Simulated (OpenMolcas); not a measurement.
## Ne⁴⁺: effect of the active space

- Program: OpenMolcas
- Method: CASSCF or its RAS form
- Basis: ANO-RCC-VTZP
- Scalar Hamiltonian: DKH4, point nucleus
- Spin-orbit coupling: state interaction with AMFI integrals over the reference wave functions, term energies averaged over their components

A. 4 electrons in 8 orbitals (2s 2p 3s 3p); 2S+1 = 3 even, 3 roots; 2S+1 = 1 even, 6 roots; 2S+1 = 5 odd, 1 root; 2S+1 = 3 odd, 5 roots (0 in the spin-orbit step); cost about 17 core-seconds
B. 4 electrons in 9 orbitals (RAS2 2s 2p; RAS3 3d, at most 2 electrons); 2S+1 = 3 even, 3 roots; 2S+1 = 1 even, 6 roots; 2S+1 = 5 odd, 1 root; 2S+1 = 3 odd, 5 roots (0 in the spin-orbit step); cost roughly 23 core-seconds

Energies in eV above 2s² 2p² ³P₀, the measured ground level; measured values from NIST levels in Podobedova, Fuhr, Reader and Wiese, J. Phys. Chem. Ref. Data 33, 525 (2004).

```csv
Level,A,B,Measured
2s² 2p² ³P₀,0.0000,0.0000,0.0000
2s² 2p² ³P₁,0.0498,0.0493,0.0511
2s² 2p² ³P₂,0.1435,0.1425,0.1376
2s² 2p² ¹D₂,4.0804,3.9941,3.7557
2s² 2p² ¹S₀,7.3750,8.3185,7.9243
2s 2p³ ⁵S°₂,9.7362,10.6183,
```

Deviations, from unrounded energies. A percentage is the sum of absolute deviations over the sum of measured energies, with the sign that they share, or ± where signs differ.

| Against measurement | Levels | A | B |
| --- | --- | --- | --- |
| mean absolute deviation (cm-1) | 4 | 1800 | 1300 |
| fine structure of the ground term (%) | 2 | ±3.8 | ±3.5 |
| other terms of the ground configuration (%) | 2 | ±7.5 | +5.4 |

B lies closest to measurement on these levels. The largest miss of B in the table is 2s² 2p² ¹S₀, by +3200 cm-1. The ranking rests on the paired levels alone, and a cruder setting can come out closer through cancelling errors.

Between A and B the level of the table that moves most is 2s² 2p² ¹S₀, by 7600 cm-1 (lowest in A, highest in B).

Active for correlation alone: 3p 3s; no level in the range computed is led by a configuration that fills them, so any true level of that kind is missing (holds for A). Active for correlation alone: 3d; no level in the range computed is led by a configuration that fills it, so any true level of that kind is missing (holds for B). Computed and measured levels are paired by configuration, term and J; levels that our copy of the source lacks, or whose pairing is in doubt (as where it misses far off the trend of its configuration), stay unpaired and out of the deviations. Levels of configurations outside the active space are missing.

° marks odd parity.
